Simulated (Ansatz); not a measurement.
C$_{2}$H$_{8}$SSn (`CC[S][SnH3]`). The species carries charge 0 and has multiplicity 1. Sn: def2 effective core potential. The structure was optimised at the PBE0-D4/def2-TZVP level. It is one conformer, not always the lowest.

```xyz
12

C    -0.698   -1.449    0.328
C     0.552   -1.100   -0.451
S     1.612    0.154    0.344
Sn    0.247    2.108    0.103
H    -1.376   -0.595    0.404
H    -0.450   -1.767    1.342
H    -1.242   -2.259   -0.167
H     0.312   -0.773   -1.465
H     1.202   -1.974   -0.543
H     1.281    3.445    0.305
H    -0.435    2.059   -1.464
H    -1.007    2.151    1.264
```

(1) What is the dipole moment at ωB97M-V/def2-TZVPP? (Best estimate.)

(2) And with PBE, r2SCAN, B3LYP? (Estimate.)

(3) Give the Mulliken charges with ωB97M-V, B3LYP, PBE in def2-TZVPP. (Estimate.)

Results:

(1) The calculation gave: 1.53 D, with components (-1.37, -0.25, -0.63) D in this frame, pointing from negative to positive charge.

(2) The calculation gave: PBE 1.49 D, r2SCAN 1.59 D, B3LYP 1.51 D.

(3) Computed: 
```json
{"atom": "C1", "ωB97M-V": "-0.27", "B3LYP": "-0.21", "PBE": "-0.22"}
{"atom": "C2", "ωB97M-V": "-0.22", "B3LYP": "-0.12", "PBE": "-0.12"}
{"atom": "S3", "ωB97M-V": "-0.29", "B3LYP": "-0.35", "PBE": "-0.33"}
{"atom": "Sn4", "ωB97M-V": "0.46", "B3LYP": "0.61", "PBE": "0.55"}
{"atom": "H5", "ωB97M-V": "0.09", "B3LYP": "0.07", "PBE": "0.08"}
{"atom": "H6", "ωB97M-V": "0.11", "B3LYP": "0.09", "PBE": "0.09"}
{"atom": "H7", "ωB97M-V": "0.11", "B3LYP": "0.08", "PBE": "0.08"}
{"atom": "H8", "ωB97M-V": "0.13", "B3LYP": "0.10", "PBE": "0.10"}
{"atom": "H9", "ωB97M-V": "0.12", "B3LYP": "0.10", "PBE": "0.10"}
{"atom": "H10", "ωB97M-V": "-0.08", "B3LYP": "-0.11", "PBE": "-0.10"}
{"atom": "H11", "ωB97M-V": "-0.09", "B3LYP": "-0.13", "PBE": "-0.12"}
{"atom": "H12", "ωB97M-V": "-0.09", "B3LYP": "-0.13", "PBE": "-0.11"}
```

B3LYP here is the variant with VWN-RPA as its local correlation; programs differ in this.
